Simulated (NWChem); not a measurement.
Species: hydronium (H$_{3}$O cation); SMILES [OH3+]

```xyz
4

O      0.0000     0.0000     0.0788
H      0.6693     0.6693    -0.2074
H      0.2450    -0.9143    -0.2074
H     -0.9143     0.2450    -0.2074
```
Atoms are numbered in this order, from 1.

Results from NWChem. Pople sets run with spherical d functions. All runs use the structure optimised with B3LYP/6-31G* (spherical d). GIAO values for the isolated, static molecule; σ is the absolute isotropic shielding.

```tsv
level	basis functions	σ O1 (ppm)	σ H2 (ppm)
PBE/6-31G*	20	301.7	25.31
PBE/6-311G**	36	304.6	24.77
PBE/def2-SVP	29	310.4	24.37
PBE/def2-TZVP	49	299.2	24.61
PBE/IGLO-II	40	301.5	24.80
PBE/IGLO-III	65	297.9	24.30
PBE/pcSseg-2	78	297.6	?
```

Question: What belongs in the gaps?

Answer: 
- PBE/pcSseg-2, σ H2 (ppm): 23.90
